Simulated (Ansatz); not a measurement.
`CO[SiH2][SiH3]` → `[SiH3][SiH3]` + `C=O` at 298.15 K and 1 bar (β-hydride elimination).

Isolated molecules relaxed with PBE0-D4/def2-TZVP in Ansatz; ΔE leaves out vibrations. CBS: MP2 limit from def2 TZ/QZ plus the TZ coupled-cluster correction, frozen cores. This one scheme is used for every species. Each species was taken in one conformer, which may not be the lowest.

```tsv
species	CCSD(T)/CBS energy (Eh)	H − E (kJ/mol)	S (J/(mol·K))
`CO[SiH2][SiH3]`	-696.20864	243.4	361.5
`[SiH3][SiH3]`	-581.74359	143.7	274.2
`C=O`	-114.39408	80.1	218.6
```

H − E and S are ideal-gas, rigid-rotor, harmonic terms from PBE0-D4/def2-TZVP, for one conformer and one mirror image of each species. 1 Eh = 2625.50 kJ/mol, R = 8.31446 J/(mol·K).

Problem. By hand: ΔE, ΔH, ΔS and ΔG.

Solution. ΔE = (-581.74359) + (-114.39408) − (-696.20864) = 0.07097 Eh = 186.3 kJ/mol. Δ(H − E) = 143.7 + 80.1 − 243.4 = -19.6, so ΔH = 166.7 kJ/mol. ΔS = 274.2 + 218.6 − 361.5 = 131.3 J/(mol·K). ΔG = 166.7 − 298.15 × (131.3)/1000 = 127.6 kJ/mol.

Problem. By hand: the equilibrium constant, and the temperature at which ΔG would vanish if ΔH and ΔS stayed fixed.

Solution. log₁₀ K = −ΔG/(RT ln 10) = -22.4. ΔG = 0 at ΔH/ΔS = 1270 K.

The number of gas molecules changes by +1, which sets the sign of ΔS. A doubt of 5 kJ/mol in ΔE shifts log₁₀ K by 0.9 here. Other conformers and mirror images would add mixing entropy, several J/(mol·K) or more a flexible species. These are equilibria of isolated gas molecules and say nothing of rates. Largest T1 diagnostic: 0.015 (customary marks: 0.02 for closed shells, 0.045 for open ones).
